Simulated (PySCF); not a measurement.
O (oxygen, neutral) across methods

[He] 2s2 2p4, high-spin 3P determinant. Calculation: PySCF 2.14, in aug-cc-pVDZ (4s3p2d, 23 functions); no relativity, point nucleus.

| method | E (hartree) | mean ε 2s β (eV) | mean ε 2p α (eV) | mean ε 2p β (eV) | Σ⟨r²⟩ (bohr²) | ⟨S²⟩ |
| --- | --- | --- | --- | --- | --- | --- |
| wB97M-V | -75.0586 | -26.965 | -14.853 | -11.987 | 11.73 | 2.004 |
| BP86 | -75.0671 | -21.837 | -10.255 | -7.691 | 11.72 | 2.003 |
| PBE0 | -75.0002 | -23.930 | -12.387 | -9.427 | 11.57 | 2.004 |
| PBE | -74.9911 | -21.654 | -10.190 | -7.533 | 11.77 | 2.003 |
| r2SCAN | -75.0392 | -21.925 | -10.860 | -7.863 | 11.55 | 2.005 |
| LDA | -74.5046 | -21.722 | -10.355 | -7.383 | 11.84 | 2.004 |
| PW91 | -75.0440 | -21.717 | -10.277 | -7.623 | 11.78 | 2.003 |
| M06-2X | -75.0491 | -26.284 | -14.275 | -11.091 | 11.55 | 2.005 |

(1) Estimate the same row for UHF.

Answers

(1) E (hartree) = -74.79660; mean ε 2s β (eV) = -29.442; mean ε 2p α (eV) = -18.441; mean ε 2p β (eV) = -14.150; Σ⟨r²⟩ (bohr²) = 11.32; ⟨S²⟩ = 2.008.
